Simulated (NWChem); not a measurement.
Everything below was run with NWChem. System: C₂ClO₂Pt, charge 1, spin multiplicity 1, displaced from the optimised geometry. The structure started from a generated list of species. Level: BP86/def2-SVP with def2 effective core potentials on Pt.

Output (cleaned and shortened):

```
             Northwest Computational Chemistry Package (NWChem) 7.3.0
             --------------------------------------------------------

                                NWChem Input Module
                                -------------------

 Scaling coordinates for geometry "geometry" by  1.889725989
 (inverse scale =  0.529177249)

 Turning off AUTOSYM since
 SYMMETRY directive was detected!

                             Geometry "geometry" -> ""
                             -------------------------

 Output coordinates in angstroms (scale by  1.889725989 to convert to a.u.)

  No.       Tag          Charge          X              Y              Z
 ---- ---------------- ---------- -------------- -------------- --------------
    1 Pt                  78.0000     0.00000000     0.00000000    -0.10841200
    2 Cl                  17.0000     0.00000000     0.00000000    -2.36360100
    3 O                    8.0000    -2.20443100     0.00000000     2.06209000
    4 C                    6.0000    -1.34061600     0.00000000     1.30366300
    5 O                    8.0000     2.20443100     0.00000000     2.06209000
    6 C                    6.0000     1.34061600     0.00000000     1.30366300

 Effective nuclear repulsion energy (a.u.)     908.7538435100

            Nuclear Dipole moment (a.u.)
            ----------------------------
        X                 Y               Z
 ---------------- ---------------- ----------------
     0.0000000000     0.0000000000     0.0000812582

      Symmetry information
      --------------------

 Group name             C2v
 Group number             16
 Group order               4
 No. of unique centers     4

      Symmetry unique atoms

     1    2    3    4


 Summary of "ao basis" -> "" (spherical)
 ------------------------------------------------------------------------------
       Tag                 Description            Shells   Functions and Types
 ---------------- ------------------------------  ------  ---------------------
 *                          def2-svp                  on all atoms

 Summary of "ao basis" -> "ao basis" (spherical)
 ------------------------------------------------------------------------------
       Tag                 Description            Shells   Functions and Types
 ---------------- ------------------------------  ------  ---------------------
 Pt                         def2-svp                12       32   6s3p2d1f
 Cl                         def2-svp                 8       18   4s3p1d
[...]
     1   0 1 0     -0.000000     -0.000000     -0.000000      0.000000
     1   0 0 1      1.002472     -5.644874     -5.644874     12.292220

     2   2 0 0    -33.714083   -194.194795   -194.194795    354.675506
     2   1 1 0      0.000000      0.000000      0.000000      0.000000
     2   1 0 1     -0.000000     -0.000000     -0.000000     -0.000000
     2   0 2 0    -40.116493    -20.058247    -20.058247      0.000000
     2   0 1 1      0.000000      0.000000      0.000000      0.000000
     2   0 0 2    -31.548696   -343.622711   -343.622711    655.696727

            General Information
            -------------------
          SCF calculation type: DFT
          Wavefunction type:  closed shell.
          No. of atoms     :     6
          No. of electrons :    62
           Alpha electrons :    31
            Beta electrons :    31
          Charge           :     1
          Spin multiplicity:     1
          Use of symmetry is: on ; symmetry adaption is: on
          Maximum number of iterations: 100
          AO basis - number of functions:   106
                     number of shells:    44
          Convergence on energy requested:  1.00D-06
          Convergence on density requested:  1.00D-05
          Convergence on gradient requested:  5.00D-04

              XC Information
              --------------
                    Becke 1988 Exchange Functional  1.000
                Perdew 1981 Correlation Functional  1.000 local
                Perdew 1986 Correlation Functional  1.000 non-local

             Grid Information
             ----------------
          Grid used for XC integration:  xfine
          Radial quadrature: Mura-Knowles
          Angular quadrature: Lebedev.
          Tag              B.-S. Rad. Rad. Pts. Rad. Cut. Ang. Pts.
          ---              ---------- --------- --------- ---------
          Pt                  1.35      205           8.0      1454
          Cl                  1.00      125          11.0      1454
          O                   0.60      100          12.0      1454
          C                   0.70      100          10.0      1454
          Grid pruning is: on
          Number of quadrature shells:   530
          Spatial weights used:  Erf1

          Convergence Information
          -----------------------
          Convergence aids based upon iterative change in
          total energy or number of iterations.
          Levelshifting, if invoked, occurs when the
          HOMO/LUMO gap drops below (HL_TOL):  1.00D-02
          DIIS, if invoked, will attempt to extrapolate
          using up to (NFOCK): 10 stored Fock matrices.

                    Damping( 0%)  Levelshifting(0.5)       DIIS
                  --------------- ------------------- ---------------
          dE  on:    start            ASAP                start
          dE off:    2 iters        100 iters           100 iters

      Screening Tolerance Information
      -------------------------------
          Density screening/tol_rho:  1.00D-10
          AO Gaussian exp screening on grid/accAOfunc:  14
          CD Gaussian exp screening on grid/accCDfunc:  20
          XC Gaussian exp screening on grid/accXCfunc:  20
          Schwarz screening/accCoul:  1.00D-08

                            NWChem DFT Gradient Module
                            --------------------------

  charge          =   1.00
  wavefunction    = closed shell

  Using symmetry

                         DFT ENERGY GRADIENTS

    atom               coordinates                        gradient
                 x          y          z           x          y          z
   1 Pt      0.000000   0.000000  -0.204869    0.000000   0.000000  -0.014542
   2 Cl      0.000000   0.000000  -4.466558    0.000000   0.000000  -0.015738
   3 O      -4.165771   0.000000   3.896785   -0.014063   0.000000   0.012783
   4 C      -2.533397   0.000000   2.463566   -0.001280   0.000000   0.002356
   5 O       4.165771   0.000000   3.896785    0.014063   0.000000   0.012783
   6 C       2.533397   0.000000   2.463566    0.001280   0.000000   0.002356

                 ----------------------------------------
                 |  Time  |  1-e(secs)   |  2-e(secs)   |
                 ----------------------------------------
                 |  CPU   |       0.05   |       7.31   |
                 ----------------------------------------
                 |  WALL  |       0.05   |       7.31   |
                 ----------------------------------------

 Task  times  cpu:       18.3s     wall:       18.3s

 Total times  cpu:       18.3s     wall:       18.3s
```

**Question.** Write an NWChem input that would produce this output.

**Answer.** One answer among several that fit: 
```
start mol
memory heap 200 mb stack 800 mb global 1000 mb
charge 1
geometry units angstroms nocenter noautoz
  Pt     0.000000     0.000000    -0.108412
  Cl     0.000000     0.000000    -2.363601
  O     -2.204431     0.000000     2.062090
  C     -1.340616     0.000000     1.303663
  O      2.204431     0.000000     2.062090
  C      1.340616     0.000000     1.303663
  symmetry group C2v
end
basis spherical
  * library def2-svp
end
ecp
  Pt library def2-ecp
end
dft
  xc becke88 perdew86
  semidirect memsize 60000000 filesize 0
  iterations 100
  grid xfine
end
task dft gradient
```
